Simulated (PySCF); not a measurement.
Harmonic spectrum computed at PBE0 in the def2-TZVP basis family (core potentials from Rb on, PySCF, no spin–orbit coupling):

```csv
ω (cm⁻¹),IR (km/mol)
129,22.0
171,3.4
325,3.7
450,58.1
1019,234
1065,103
```

Problem. Which molecule gave it? In each, all ligands are bound to the one heavy central atom.
A. WO₂Cl (doublet)
B. CoO₂Cl (triplet)
C. MoO₂Cl (doublet)
D. TaO₂Cl (singlet)
E. VO₂Cl (singlet)

Solution. C. It has Cs symmetry with Mo–Cl 2.256 Å, Mo–O 1.673 Å (×2).
